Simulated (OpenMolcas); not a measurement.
Ti3+: effect of the metal basis

Ti3+ with its 6 nearest chloride ions at 2.496 Å, on the Y site of Cs2NaYCl6 (a = 10.7396 Å, distance in the model lattice 2.619 Å). The rest of the host is ab initio model potentials to 7.6 Å and point charges beyond; the distance is set by hand and nothing relaxes.

```yaml
Program: OpenMolcas
Method: CASSCF
Spin-orbit_coupling: RASSI with atomic mean-field integrals over the reference wave functions
```

Fixed: ligand basis ANO-RCC-VDZP, active space 1 electron in 5 orbitals (3d), DKH2 Hamiltonian.

States (labels of O, the rotations of Oh). Energies in cm-1 above the lowest state or level, χT in cm3 K/mol; under a threefold ground state the first gap can be a small split of the lowest multiplet, not the spin-orbit step; 10Dq is the gap between the two states.

```
Run   Metal basis  Ground state  First state of that spin   10Dq  First gap with spin-orbit (degeneracies)  χT at 300 K                     Cost
  A  ANO-RCC-VDZP           2T2                  2E 10307  10307                              217.4 (4, 2)        0.451  roughly 14 core-seconds
  B  ANO-RCC-VTZP           2T2                  2E 10113  10113                              217.4 (4, 2)        0.452  roughly 14 core-seconds
```

Against A, |10Dq| changes by -1.9 % in B.

Costs are those of the RASSCF and RASSI steps.

An orbital triplet at a regular site is open to Jahn-Teller coupling, which can distort the site and quench the lowest spin-orbit gaps and is left out. Ligand-to-metal charge-transfer states are missing. With metal d orbitals alone and no dynamic correlation the field as a rule comes out too small, by tens of per cent, by up to half for chloride and softer ligands. No measured value stands beside these numbers; the geometry was set by hand and not optimised.
